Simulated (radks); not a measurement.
Results of a calculation; reference values are marked as such.
Spin polarisation of the 3p3 shell in neutral phosphorus. Start: [Ne] 3s2 3p(up 1.5, down 1.5); electrons of 3p are moved from spin down to spin up, other shells keep equal spins. Level of theory: scalar-relativistic Kohn-Sham, SCAN, spin-polarised, spherical densities, finite nucleus; meta-GGA in the generalised Kohn-Sham scheme; Fermi nuclear charge, rms radius of each element as measured or else 0.836 A^(1/3) + 0.57 fm (a radial shooting solver on a logarithmic mesh with Libxc functionals).

moment (Bohr magnetons),E - E(0) (eV),e(3p up) (eV),e(3p down) (eV),3s down minus up (eV),2p down minus up (eV)
0,0.000,-5.623,-5.623,0.000,0.000
0.75,-0.157,-5.991,-5.183,0.907,0.126
1.5,-0.603,-6.289,-4.662,1.794,0.259
2.25,-1.373,-6.521,-4.030,2.700,0.389

At moment 2.25 the spin-polarisation energy is -1.373 eV and the 3p exchange splitting 2.490 eV, that is 1.107 eV per Bohr magneton; E = -I m^2/4 would give I = 1.085 eV.
